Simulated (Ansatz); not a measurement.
Born–Oppenheimer molecular dynamics of C3H9BOSSi (16 atoms, charge 0, multiplicity 1). It starts from a relaxed structure.

The calculation used RKS PBE0-D4/STO-3G in Ansatz.

```yaml
ensemble: NVE (velocity Verlet)
time_step: 0.5 fs
steps_asked: 150
starting_velocities_drawn_for: 400 K
seed: 218635
```

Frames 2.5 fs apart, positions in Å, forces in eV/Å.

Velocities at 35 fs (Å/ps):

```
C 6.34 -2.21 -2.73
C -0.62 1.57 1.74
Si -3.21 -1.64 2.73
B 0.31 4.65 -2.01
S -0.08 -0.28 -2.15
C 1.44 2.31 -1.23
O 1.44 0.47 1.78
H 3.32 1.87 3.75
H 5.79 12.68 -8.71
H 8.83 -2.86 10.00
H -17.94 -10.62 -1.55
H 11.00 -11.81 29.06
H -18.58 9.87 -4.84
H -0.85 -5.32 1.90
H -15.64 -9.20 -18.55
H 4.64 -7.17 1.14
```

```xyz
16
Properties=species:S:1:pos:R:3:forces:R:3 time_fs=35 energy_less_start_eV=0.458 T=149
C 1.052 -0.803 2.035 0.68 1.16 0.52
C 0.476 -1.146 0.632 -0.49 0.13 0.94
Si 0.647 0.231 -0.596 0.67 0.08 -0.59
B -0.237 -0.105 -2.300 1.00 -0.21 -1.34
S -1.598 0.916 -2.481 -0.10 -0.22 0.32
C -1.559 1.540 -0.684 -1.85 -0.30 -0.72
O -0.346 1.537 -0.051 2.23 0.42 0.58
H 0.734 0.147 2.558 0.00 -0.68 -1.29
H 0.670 -1.578 2.659 0.04 -1.12 1.26
H 2.174 -0.809 2.088 -0.98 -0.15 -0.34
H -0.595 -1.473 0.778 1.18 0.40 -0.40
H 1.049 -2.006 0.273 -0.14 -0.28 -0.08
H 2.077 0.667 -0.654 -1.10 -0.18 0.23
H 0.195 -0.737 -3.228 -0.55 0.43 0.94
H -2.290 0.890 -0.138 -0.29 0.23 -0.27
H -1.956 2.566 -0.749 -0.28 0.29 0.25
16
Properties=species:S:1:pos:R:3:forces:R:3 time_fs=37.5 energy_less_start_eV=0.340 T=213
C 1.070 -0.805 2.030 -0.58 0.34 1.06
C 0.474 -1.143 0.639 0.23 -1.02 0.78
Si 0.640 0.227 -0.590 -0.24 -0.22 -0.89
B -0.234 -0.094 -2.308 0.73 -0.01 -0.48
S -1.598 0.915 -2.486 -0.05 0.01 0.26
C -1.560 1.544 -0.688 -1.73 -0.83 -0.52
O -0.338 1.539 -0.045 1.27 0.36 0.38
H 0.743 0.132 2.530 -0.08 -0.10 -0.85
H 0.684 -1.583 2.677 0.22 -0.55 0.72
H 2.169 -0.821 2.101 -0.19 -0.09 -0.50
H -0.597 -1.484 0.763 1.20 0.50 -0.17
H 1.067 -2.037 0.340 -0.61 0.42 -0.35
H 2.007 0.688 -0.659 0.10 0.06 0.24
H 0.178 -0.739 -3.199 -0.23 0.05 0.25
H -2.331 0.878 -0.193 0.30 0.53 -0.11
H -1.956 2.563 -0.739 -0.35 0.58 0.18
16
Properties=species:S:1:pos:R:3:forces:R:3 time_fs=40 energy_less_start_eV=0.374 T=195
C 1.084 -0.806 2.030 -2.05 -2.31 1.39
C 0.473 -1.144 0.649 2.48 -0.60 0.48
Si 0.632 0.222 -0.586 -1.05 -0.59 -0.95
B -0.226 -0.083 -2.319 0.14 0.64 0.88
S -1.599 0.914 -2.490 0.01 0.19 0.19
C -1.569 1.545 -0.696 -0.94 0.53 -0.53
O -0.326 1.542 -0.038 -0.10 0.31 0.01
H 0.746 0.115 2.454 -0.40 1.25 0.26
H 0.712 -1.617 2.734 0.64 1.04 -0.63
H 2.156 -0.837 2.085 1.01 0.07 -0.47
H -0.540 -1.470 0.740 -1.24 -0.15 0.33
H 1.052 -2.047 0.387 -0.36 0.25 -0.74
H 1.943 0.713 -0.651 1.30 0.35 0.18
H 0.149 -0.740 -3.157 0.33 -0.74 -0.93
H -2.358 0.894 -0.251 0.14 0.09 0.48
H -1.973 2.589 -0.719 0.09 -0.33 0.06
16
Properties=species:S:1:pos:R:3:forces:R:3 time_fs=42.5 energy_less_start_eV=0.260 T=257
C 1.089 -0.817 2.036 -0.68 -0.41 0.93
C 0.483 -1.149 0.662 1.25 -0.35 0.32
Si 0.622 0.216 -0.583 0.10 -0.17 -0.80
B -0.218 -0.069 -2.325 0.30 -0.12 0.39
S -1.599 0.914 -2.495 -0.04 0.39 0.15
C -1.583 1.548 -0.706 0.17 1.13 -0.24
O -0.315 1.547 -0.031 -1.30 0.27 -0.39
H 0.730 0.159 2.388 0.21 0.03 0.26
H 0.773 -1.599 2.763 0.06 0.55 -0.21
H 2.189 -0.849 2.041 -0.15 0.33 -0.31
H -0.543 -1.460 0.733 -1.00 -0.04 0.42
H 1.018 -2.046 0.389 0.26 -0.53 -0.97
H 1.946 0.755 -0.631 0.57 -0.04 0.15
H 0.135 -0.778 -3.162 0.12 -0.19 -0.38
H -2.378 0.915 -0.283 -0.10 -0.34 0.83
H -1.986 2.598 -0.695 0.24 -0.51 -0.14
16
Properties=species:S:1:pos:R:3:forces:R:3 time_fs=45 energy_less_start_eV=0.353 T=207
C 1.091 -0.829 2.047 1.05 2.51 -0.73
C 0.498 -1.156 0.677 -1.49 -1.54 -0.21
Si 0.612 0.210 -0.583 1.64 0.57 -0.43
B -0.207 -0.056 -2.330 0.53 -1.26 -0.63
S -1.599 0.914 -2.499 -0.11 0.49 0.18
C -1.597 1.556 -0.717 0.69 -0.19 0.53
O -0.308 1.552 -0.026 -2.00 0.22 -0.73
H 0.726 0.204 2.338 0.69 -1.29 0.21
H 0.836 -1.554 2.785 -0.66 -0.88 1.09
H 2.215 -0.842 1.980 -1.09 0.39 0.08
H -0.595 -1.450 0.751 1.26 0.47 0.22
H 0.995 -2.070 0.338 0.06 -0.07 -0.45
H 1.981 0.794 -0.602 -0.69 -0.63 0.07
H 0.128 -0.825 -3.187 -0.23 0.81 0.63
H -2.399 0.920 -0.268 0.41 -0.03 0.44
H -1.987 2.583 -0.680 -0.07 0.41 -0.28
16
Properties=species:S:1:pos:R:3:forces:R:3 time_fs=47.5 energy_less_start_eV=0.314 T=227
C 1.097 -0.831 2.055 0.67 0.56 -0.45
C 0.508 -1.170 0.690 -1.51 -1.87 -1.06
Si 0.606 0.205 -0.583 1.87 0.79 0.06
B -0.195 -0.049 -2.338 0.08 -1.05 -0.37
S -1.600 0.915 -2.502 -0.02 0.40 0.29
C -1.607 1.563 -0.725 0.85 -0.72 1.14
O -0.308 1.558 -0.023 -2.13 0.12 -0.99
H 0.757 0.184 2.303 0.12 -0.14 0.61
H 0.867 -1.546 2.857 -0.26 0.08 -0.13
H 2.187 -0.812 1.923 0.07 0.20 0.39
H -0.586 -1.418 0.783 0.94 0.14 0.10
H 0.976 -2.095 0.261 -0.29 0.73 0.45
H 1.981 0.798 -0.569 -0.84 -0.71 -0.03
H 0.111 -0.830 -3.180 -0.04 0.67 0.39
H -2.397 0.923 -0.228 0.65 0.27 -0.06
H -1.992 2.588 -0.681 -0.15 0.55 -0.33
16
Properties=species:S:1:pos:R:3:forces:R:3 time_fs=50 energy_less_start_eV=0.394 T=184
C 1.106 -0.830 2.060 0.16 -1.57 0.04
C 0.510 -1.192 0.698 0.06 -0.08 -1.18
Si 0.603 0.202 -0.584 0.69 0.39 0.47
B -0.181 -0.048 -2.347 -0.75 0.22 0.88
S -1.601 0.917 -2.505 0.18 0.17 0.42
C -1.613 1.568 -0.728 1.04 0.46 1.01
O -0.317 1.565 -0.024 -1.73 -0.03 -1.11
H 0.795 0.159 2.302 -0.62 1.26 0.76
H 0.882 -1.537 2.922 0.20 0.80 -1.33
H 2.164 -0.771 1.889 1.26 -0.08 0.50
H -0.532 -1.379 0.822 -1.42 -0.56 0.15
H 0.942 -2.085 0.208 0.05 0.11 0.67
H 1.936 0.761 -0.538 0.24 -0.22 -0.09
H 0.092 -0.799 -3.156 0.45 -0.41 -0.80
H -2.362 0.939 -0.189 0.02 0.00 -0.12
H -2.003 2.619 -0.702 0.17 -0.47 -0.27
16
Properties=species:S:1:pos:R:3:forces:R:3 time_fs=52.5 energy_less_start_eV=0.385 T=189
C 1.117 -0.835 2.066 1.27 1.23 -0.91
C 0.512 -1.215 0.701 -1.21 1.68 -0.25
Si 0.602 0.200 -0.583 -0.62 -0.07 0.75
B -0.172 -0.046 -2.352 -0.99 0.38 0.85
S -1.601 0.919 -2.507 0.32 -0.03 0.54
C -1.613 1.574 -0.726 1.16 0.72 0.46
O -0.331 1.571 -0.029 -0.87 -0.16 -1.02
H 0.801 0.190 2.342 -0.22 -0.41 -0.02
H 0.905 -1.489 2.919 0.01 -0.38 -0.26
H 2.202 -0.735 1.886 -0.02 -0.34 0.69
H -0.545 -1.370 0.868 -0.74 -0.58 -0.11
H 0.912 -2.072 0.192 0.57 -1.10 0.26
H 1.907 0.712 -0.513 1.31 0.32 -0.08
H 0.098 -0.787 -3.173 0.47 -0.39 -0.75
H -2.325 0.955 -0.157 -0.62 -0.28 -0.08
H -2.006 2.628 -0.738 0.18 -0.57 -0.08
16
Properties=species:S:1:pos:R:3:forces:R:3 time_fs=55 energy_less_start_eV=0.368 T=199
C 1.134 -0.835 2.066 1.56 2.78 -1.49
C 0.507 -1.231 0.702 -2.43 1.11 0.07
Si 0.600 0.197 -0.581 -0.10 0.08 0.91
B -0.168 -0.042 -2.353 -0.63 -0.55 -0.46
S -1.601 0.921 -2.509 0.38 -0.16 0.58
C -1.609 1.584 -0.721 0.53 -0.70 0.24
O -0.349 1.577 -0.038 0.22 -0.28 -0.69
H 0.794 0.202 2.383 0.12 -1.24 -0.57
H 0.929 -1.463 2.902 -0.24 -1.33 0.78
H 2.242 -0.718 1.921 -0.83 -0.39 0.46
H -0.597 -1.394 0.906 1.26 -0.26 -0.48
H 0.912 -2.113 0.196 0.20 -0.35 0.60
H 1.945 0.678 -0.492 0.49 0.16 -0.12
H 0.129 -0.793 -3.228 0.03 0.65 0.53
H -2.320 0.958 -0.132 -0.42 0.06 -0.47
H -2.000 2.608 -0.779 -0.16 0.41 0.11
16
Properties=species:S:1:pos:R:3:forces:R:3 time_fs=57.5 energy_less_start_eV=0.272 T=251
C 1.158 -0.822 2.061 -0.27 -0.55 0.16
C 0.492 -1.241 0.704 -0.55 0.19 -0.14
Si 0.598 0.195 -0.576 0.97 0.26 0.83
B -0.168 -0.041 -2.356 -0.45 -0.54 -0.69
S -1.600 0.923 -2.509 0.44 -0.27 0.52
C -1.601 1.590 -0.716 -0.68 -1.05 -0.19
O -0.366 1.582 -0.050 1.27 -0.42 -0.20
H 0.790 0.152 2.393 -0.22 0.29 -0.19
H 0.942 -1.504 2.916 0.10 0.00 -0.79
H 2.243 -0.723 1.982 0.27 -0.13 -0.17
H -0.587 -1.434 0.919 0.66 -0.12 -0.26
H 0.923 -2.173 0.234 -0.29 0.92 0.83
H 2.010 0.653 -0.478 -0.90 -0.16 -0.17
H 0.164 -0.765 -3.256 -0.14 0.76 0.83
H -2.340 0.964 -0.134 -0.08 0.32 -0.64
H -2.002 2.608 -0.813 -0.11 0.49 0.26
16
Properties=species:S:1:pos:R:3:forces:R:3 time_fs=60 energy_less_start_eV=0.326 T=222
C 1.181 -0.812 2.055 -1.46 -2.54 0.49
C 0.474 -1.250 0.704 1.97 1.01 0.14
Si 0.597 0.193 -0.570 0.84 -0.04 0.51
B -0.170 -0.042 -2.362 -0.66 0.51 0.54
S -1.598 0.925 -2.508 0.46 -0.32 0.38
C -1.597 1.592 -0.711 -1.61 0.17 -1.13
O -0.379 1.586 -0.062 1.98 -0.60 0.32
H 0.774 0.118 2.393 -0.37 1.23 0.27
H 0.959 -1.549 2.890 0.15 0.68 -1.14
H 2.257 -0.735 2.034 0.77 0.15 -0.62
H -0.545 -1.483 0.919 -1.33 -0.17 0.32
H 0.921 -2.187 0.317 0.04 0.51 0.04
H 2.028 0.621 -0.473 -1.12 -0.10 -0.12
H 0.193 -0.697 -3.242 0.18 -0.16 -0.20
H -2.366 0.986 -0.171 -0.15 0.03 -0.20
H -2.008 2.632 -0.832 0.31 -0.38 0.39
16
Properties=species:S:1:pos:R:3:forces:R:3 time_fs=62.5 energy_less_start_eV=0.363 T=201
C 1.197 -0.812 2.052 -1.11 0.15 -0.34
C 0.464 -1.253 0.706 0.89 1.73 0.98
Si 0.599 0.191 -0.563 -0.61 -0.63 0.09
B -0.176 -0.041 -2.366 -0.54 1.01 1.36
S -1.595 0.925 -2.506 0.30 -0.21 0.16
C -1.601 1.594 -0.712 -1.54 0.47 -1.59
O -0.384 1.587 -0.073 2.06 -0.73 0.64
H 0.742 0.142 2.405 0.58 -0.44 -0.11
H 0.982 -1.562 2.806 -0.25 -0.37 0.52
H 2.307 -0.740 2.050 -0.63 0.25 -0.77
H -0.566 -1.538 0.934 -0.29 0.37 0.19
H 0.923 -2.175 0.402 0.65 -0.65 -0.88
H 1.985 0.585 -0.475 0.03 0.31 0.01
H 0.232 -0.636 -3.238 0.35 -0.66 -0.83
H -2.402 1.010 -0.220 -0.19 -0.28 0.29
H -1.998 2.638 -0.829 0.29 -0.31 0.28
```

Of the whole run (75 fs, mean temperature of the second half 211 K): The conserved energy stayed within 0.3 meV per atom of its start (net change 0.13 meV per atom), so the integration is sound. Over the second half the temperature averaged 0.53 of the 400 K drawn at the start: a run that starts near a minimum puts about half its kinetic energy into the potential. A run of 0.075 ps of so small a system gives no equilibrium averages. Limits of this set-up: minimal basis.

Run time: 14 min on 1 thread of Arm Neoverse N1, with other jobs on the host, peak memory 0.12 GiB.
